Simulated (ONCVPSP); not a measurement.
**Before and after: ONCV potential for tungsten (W)**

ONCVPSP 4.0.1 input, shortened (lines: element, Z, core and valence counts, functional; n l f; lmax; l rc ep ncon nbas qcut; lloc lpopt rc5 dvloc0; l nproj debl; icmod fcfact rcfact), LDA (Perdew-Wang 92), scalar-relativistic:

```
  W 74.00   10    4  -001012      upf
    1    0    2.00
    2    0    2.00
    2    1    6.00
    3    0    2.00
    3    1    6.00
    3    2   10.00
    4    0    2.00
    4    1    6.00
    4    2   10.00
    4    3   14.00
    5    0    2.00
    5    1    6.00
    5    2    4.00
    6    0    2.00
    2
    0    1.70    0.00    5    8    7.30
    1    2.10    0.00    3    6    6.80
    2    2.60    0.00    4    9    6.20
    4    5    1.65    0.00
    0    2    0.50
    1    1    0.70
    2    3    2.30
    3    2.00    1.60
```

Change: d: rc 2.86.

Cutoffs: the cutoffs (Ha) at which the residual kinetic energy of the hardest occupied pseudo-wave falls to 1 and 0.1 mHa per electron; they do not see the model core or the augmentation charge, which bear on the density cutoff. Errors are all-electron minus pseudo energies relative to the spin-unpolarised reference configuration.

What does the change do?

The potential gets neither clearly harder nor softer (22 Ha and 27 Ha → 22 Ha and 27 Ha); of the 4 tests that both files solve, the error grows in 0 and shrinks in 2 by more than 15 % and 0.3 meV (median size 5.0 → 4.8 meV); neither file shows a bound ghost.

```tsv
quantity	base	changed
cutoff, loose	22 Ha	22 Ha
cutoff, tight	27 Ha	27 Ha
loose cutoff by channel	s 22 Ha, p 12 Ha, d 12 Ha	s 22 Ha, p 12 Ha, d 11 Ha
bound ghosts	none	none
GHOST(+) flags under 300 eV	none	none
error for 5s2 5p6 5d4 6s1, meV [ΔE 9.13 eV]	-2.7	-2.6
error for 5s2 5p6 5d4 6s0, meV [ΔE 25.14 eV]	-6.9	-7.0
error for 5s2 5p6 5d3 6s0, meV [ΔE 50.85 eV]	-13	-9.2
error for 5s2 5p6 5d5 6s1, meV [ΔE 1.54 eV]	-3.2	+1.1
s: phases at 1.72 bohr within 0.05 rad from the reference energy up to (Ha; the scan ends near 5)	to the end of the scan	to the end of the scan
p: phases at 2.14 bohr within 0.05 rad from the reference energy up to (Ha; the scan ends near 5)	0.3	0.3
rms error of d²Exc/dni dnj with the model core, mHa	2.18	2.20
```
